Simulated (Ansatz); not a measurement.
**Worked example: the barrier**

An elementary step of SiH$_{4}$Cl$_{2}$F$_{2}$, singlet (SiH₂Cl₂ ([Cl][SiH2][Cl]) + HF + HF → SiHCl₂F ([F][SiH]([Cl])[Cl]) + HF + H₂; bonds formed: Si1–F7, H2–H8, H6–F9; bonds broken: Si1–H2, H6–F7, H8–F9). “Start” is the structure reached by relaxing down from the saddle towards the reactants; PBE0-D4/def2-TZVP structures. The saddle:

```
9
angstrom
Si -0.6249 0.3130 -0.5832
H -0.5034 -0.3600 0.9060
Cl -0.1514 -1.1283 -1.9405
Cl -2.6641 -0.0175 -0.2213
H -0.7428 1.7048 -1.0327
H 1.6046 0.0379 0.5646
F 1.1444 0.7491 -0.2758
H 0.3798 -0.6157 1.1984
F 1.5576 -0.6833 1.3845
```

Program: Ansatz 0.2.0. Basis: def2-TZVPP and def2-QZVPP. Cores are frozen in the correlated methods.

Energies in eV:

| quantity | saddle | start |
| --- | --- | --- |
| Hartree–Fock, triple zeta (X = 3) | -38348.70006 | -38351.08567 |
| Hartree–Fock, quadruple zeta (X = 4) | -38349.88900 | -38352.27729 |
| MP2 correlation, X = 3 | -29.49272 | -28.59150 |
| MP2 correlation, X = 4 | -32.27639 | -31.37771 |
| CCSD(T) correlation, X = 3 | -31.72291 | -30.89897 |

**Question.** Work out the barrier at the basis limit: extrapolate Hartree–Fock as E(X) = E∞ + A exp(−7.88 √X) and the MP2 correlation as E(X) = E∞ + B X^−2.97 (the exponents that Neese and Valeev fitted for def2-TZVPP and QZVPP), then add CCSD(T) − MP2 in triple zeta.

**Answer.** Each step is linear, so take the differences first (saddle − start): Hartree–Fock 2.38561 (X = 3) and 2.38829 (X = 4); MP2 correlation -0.90122 and -0.89868; CCSD(T) correlation -0.82394.
Two points give E∞ = E(4) + w [E(4) − E(3)], with w = 1/(exp(7.88 (2 − √3)) − 1) = 0.1377 for Hartree–Fock and w = 1/((4/3)^2.97 − 1) = 0.7407 for the correlation.
Hartree–Fock: 2.38829 + 0.1377 × 0.00268 = 2.3887 eV.
MP2 correlation: -0.89868 + 0.7407 × 0.00254 = -0.8968 eV.
CCSD(T) − MP2: -0.82394 − (-0.90122) = 0.0773 eV.
Sum: 2.3887 + (-0.8968) + 0.0773 = 1.5692 eV, or 36.19 kcal/mol. Plain CCSD(T) in triple zeta gives 1.5617 eV, so the larger basis shifts the result by 0.0075 eV.

No T1 diagnostic of these runs exceeds 0.011.

Labels in which every atom is bracketed show which atoms are joined, not bond orders.

For scale, one of the runs: CCSD(T)/def2-TZVPP, 244 basis functions, launched by `ansatz run in.yaml --threads 8 --pin off --events-out ev --progress --plain --max-ram 19148MiB`. The run took 98 s on 8 CPU threads of an Arm Neoverse V1 (shared host), with 4.8 GiB of host memory at its peak.
